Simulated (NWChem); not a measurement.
The numbers come from NWChem runs, not from measurements. System: O2Si (-1), charge -1, spin multiplicity 2, at a geometry optimised with UPBE/def2-SVP. The structure started from a generated list of species. Its SCF solution wasn't tested for a lower state. Level: UHF/def2-TZVPD.

Job file:

```
start mol
memory heap 200 mb stack 900 mb global 1100 mb
charge -1
geometry units angstroms nocenter noautoz
  O     -1.477280     0.000000     0.276890
  Si     0.000000     0.000000    -0.316446
  O      1.477280     0.000000     0.276890
  symmetry group C2v
end
basis spherical
  * library def2-tzvpd
end
scf
  uhf
  nopen 1
  maxiter 100
  thresh 1e-7
  semidirect memsize 60000000 filesize 0
  # guess.movecs holds the orbitals of an unrestricted PBE0 run
  vectors input guess.movecs output mol.movecs
end
task scf energy
```

Output (cleaned and shortened):

```
             Northwest Computational Chemistry Package (NWChem) 7.3.0
             --------------------------------------------------------

                                NWChem Input Module
                                -------------------

 Scaling coordinates for geometry "geometry" by  1.889725989
 (inverse scale =  0.529177249)

 Turning off AUTOSYM since
 SYMMETRY directive was detected!

                             Geometry "geometry" -> ""
                             -------------------------

 Output coordinates in angstroms (scale by  1.889725989 to convert to a.u.)

  No.       Tag          Charge          X              Y              Z
 ---- ---------------- ---------- -------------- -------------- --------------
    1 O                    8.0000    -1.47728000     0.00000000     0.27689000
    2 Si                  14.0000     0.00000000     0.00000000    -0.31644600
    3 O                    8.0000     1.47728000     0.00000000     0.27689000

 Effective nuclear repulsion energy (a.u.)      85.9207214438

            Nuclear Dipole moment (a.u.)
            ----------------------------
        X                 Y               Z
 ---------------- ---------------- ----------------
     0.0000000000     0.0000000000    -0.0000075589

      Symmetry information
      --------------------

 Group name             C2v
 Group number             16
 Group order               4
 No. of unique centers     2

      Symmetry unique atoms

     1    2


 Summary of "ao basis" -> "" (spherical)
 ------------------------------------------------------------------------------
       Tag                 Description            Shells   Functions and Types
 ---------------- ------------------------------  ------  ---------------------
 *                         def2-tzvpd                 on all atoms

 Summary of "ao basis" -> "ao basis" (spherical)
 ------------------------------------------------------------------------------
       Tag                 Description            Shells   Functions and Types
 ---------------- ------------------------------  ------  ---------------------
 O                         def2-tzvpd               14       40   6s4p3d1f
 Si                        def2-tzvpd               15       43   6s5p3d1f

                                 NWChem SCF Module
                                 -----------------

  ao basis        = "ao basis"
  functions       =   123
  atoms           =     3
  alpha electrons =    16
  beta  electrons =    15
  charge          =  -1.00
  wavefunction    = UHF
  use symmetry    = T
  symmetry adapt  = T

 Summary of "ao basis" -> "ao basis" (spherical)
 ------------------------------------------------------------------------------
       Tag                 Description            Shells   Functions and Types
 ---------------- ------------------------------  ------  ---------------------
 O                         def2-tzvpd               14       40   6s4p3d1f
 Si                        def2-tzvpd               15       43   6s5p3d1f

      Symmetry analysis of basis
      --------------------------

        a1         46
        a2         17
        b1         37
        b2         23

 Forming initial guess at       0.1s

   Symmetry analysis of molecular orbitals - initial alpha
   -------------------------------------------------------

  Numbering of irreducible representations:

     1 a1          2 a2          3 b1          4 b2

  Orbital symmetries:

     1 a1          2 b1          3 a1          4 a1          5 b2
[...]
    15      0.168180  1 O  pz                98      0.168180  3 O  pz

 Vector   14  Occ=1.000000D+00  E=-2.277850D-01  Symmetry=a2
              MO Center= -1.7D-15, -3.5D-15,  2.3D-01, r^2= 2.8D+00
   Bfn.  Coefficient  Atom+Function         Bfn.  Coefficient  Atom+Function
  ----- ------------  ---------------      ----- ------------  ---------------
     8      0.299995  1 O  py                91     -0.299995  3 O  py
    11      0.274998  1 O  py                94     -0.274998  3 O  py
    14      0.199079  1 O  py                97     -0.199079  3 O  py

 Vector   15  Occ=1.000000D+00  E=-2.185849D-01  Symmetry=b1
              MO Center= -1.1D-13,  3.5D-15,  1.9D-01, r^2= 2.9D+00
   Bfn.  Coefficient  Atom+Function         Bfn.  Coefficient  Atom+Function
  ----- ------------  ---------------      ----- ------------  ---------------
     9      0.280179  1 O  pz                92     -0.280179  3 O  pz
    12      0.249913  1 O  pz                95     -0.249913  3 O  pz
    15      0.182054  1 O  pz                98     -0.182054  3 O  pz

 Vector   16  Occ=0.000000D+00  E= 1.753681D-01  Symmetry=a1
              MO Center= -6.0D-15, -9.0D-19, -5.5D-01, r^2= 1.2D+01
   Bfn.  Coefficient  Atom+Function         Bfn.  Coefficient  Atom+Function
  ----- ------------  ---------------      ----- ------------  ---------------
    46      3.715040  2 Si s                  6     -2.772544  1 O  s
    89     -2.772544  3 O  s                 45      2.004018  2 Si s
    61      0.727281  2 Si pz                16     -0.620473  1 O  px
    99      0.620473  3 O  px                76      0.337698  2 Si d  2
    18      0.276044  1 O  pz               101      0.276044  3 O  pz

 Vector   17  Occ=0.000000D+00  E= 2.322069D-01  Symmetry=b1
              MO Center= -7.4D-15, -1.0D-16,  1.1D+00, r^2= 2.0D+01
   Bfn.  Coefficient  Atom+Function         Bfn.  Coefficient  Atom+Function
  ----- ------------  ---------------      ----- ------------  ---------------
     6      6.624472  1 O  s                 89     -6.624472  3 O  s
    59      5.178464  2 Si px                16      2.540299  1 O  px
    99      2.540299  3 O  px                56      1.191520  2 Si px
    13      0.847832  1 O  px                96      0.847832  3 O  px
    18     -0.786386  1 O  pz               101      0.786386  3 O  pz

 Vector   18  Occ=0.000000D+00  E= 2.376968D-01  Symmetry=a1
              MO Center= -1.7D-14,  1.5D-15,  6.2D-01, r^2= 1.4D+01
   Bfn.  Coefficient  Atom+Function         Bfn.  Coefficient  Atom+Function
  ----- ------------  ---------------      ----- ------------  ---------------
    45      5.976037  2 Si s                  6     -4.656732  1 O  s
    89     -4.656732  3 O  s                 46      3.589481  2 Si s
    18      1.495201  1 O  pz               101      1.495201  3 O  pz
    76      1.189755  2 Si d  2              74     -1.094477  2 Si d  0
    16     -0.652683  1 O  px                99      0.652683  3 O  px

 center of mass
 --------------
 x =   0.00000000 y =   0.00000000 z =   0.00014098

 moments of inertia (a.u.)
 ------------------
          18.762919313358           0.000000000000           0.000000000000
           0.000000000000         268.070281921562           0.000000000000
           0.000000000000           0.000000000000         249.307362608203

  Mulliken analysis of the total density
  --------------------------------------

    Atom       Charge   Shell Charges
 -----------   ------   -------------------------------------------------------
    1 O    8     8.83   0.79  1.18  0.58  0.95  0.35  0.04  1.78  2.00  1.04  0.08  0.00  0.02  0.01  0.00
    2 Si  14    13.34   2.00  0.59  1.39  0.79  0.36  0.06  4.11  1.73  0.49  0.91  0.24  0.25  0.29  0.03  0.09
    3 O    8     8.83   0.79  1.18  0.58  0.95  0.35  0.04  1.78  2.00  1.04  0.08  0.00  0.02  0.01  0.00

  Mulliken analysis of the alpha density
  --------------------------------------

    Atom       Charge   Shell Charges
 -----------   ------   -------------------------------------------------------
    1 O    8     4.51   0.40  0.59  0.29  0.48  0.18  0.04  0.93  1.03  0.51  0.03  0.00  0.01  0.00  0.00
    2 Si  14     6.99   1.00  0.29  0.69  0.44  0.20  0.06  2.06  0.86  0.26  0.54  0.18  0.15  0.18  0.03  0.04
    3 O    8     4.51   0.40  0.59  0.29  0.48  0.18  0.04  0.93  1.03  0.51  0.03  0.00  0.01  0.00  0.00

   Mulliken analysis of the beta density
   -------------------------------------

    Atom       Charge   Shell Charges
 -----------   ------   -------------------------------------------------------
    1 O    8     4.32   0.40  0.59  0.29  0.47  0.17  0.00  0.85  0.97  0.53  0.05  0.00  0.01  0.00  0.00
    2 Si  14     6.35   1.00  0.29  0.70  0.34  0.16  0.00  2.05  0.87  0.22  0.38  0.07  0.11  0.11  0.00  0.05
    3 O    8     4.32   0.40  0.59  0.29  0.47  0.17  0.00  0.85  0.97  0.53  0.05  0.00  0.01  0.00  0.00

   Mulliken analysis of the spin density
   -------------------------------------

    Atom       Charge   Shell Charges
 -----------   ------   -------------------------------------------------------
    1 O    8     0.18   0.00 -0.00  0.01  0.01  0.01  0.04  0.08  0.07 -0.02 -0.01  0.00  0.00  0.00  0.00
    2 Si  14     0.63   0.00  0.00 -0.00  0.10  0.04  0.06  0.01 -0.01  0.04  0.16  0.11  0.04  0.07  0.02 -0.01
    3 O    8     0.18   0.00 -0.00  0.01  0.01  0.01  0.04  0.08  0.07 -0.02 -0.01  0.00  0.00  0.00  0.00

       Multipole analysis of the density wrt the origin
       ------------------------------------------------

     L   x y z        total         alpha         beta         nuclear
     -   - - -        -----         -----         ----         -------
     0   0 0 0     -1.000000    -16.000000    -15.000000     30.000000

     1   1 0 0     -0.000000     -0.000000     -0.000000      0.000000
     1   0 1 0      0.000000      0.000000      0.000000      0.000000
     1   0 0 1     -0.639381      0.514026     -1.153399     -0.000008

     2   2 0 0    -32.479035    -80.064774    -77.107610    124.693349
     2   1 1 0      0.000000      0.000000     -0.000000      0.000000
     2   1 0 1      0.000000      0.000000      0.000000      0.000000
     2   0 2 0    -18.081015    -10.039433     -8.041582      0.000000
     2   0 1 1     -0.000000     -0.000000     -0.000000      0.000000
     2   0 0 2    -20.741311    -18.129849    -11.998441      9.386979

 Task  times  cpu:        5.1s     wall:        5.1s

 Total times  cpu:        5.2s     wall:        5.2s
```
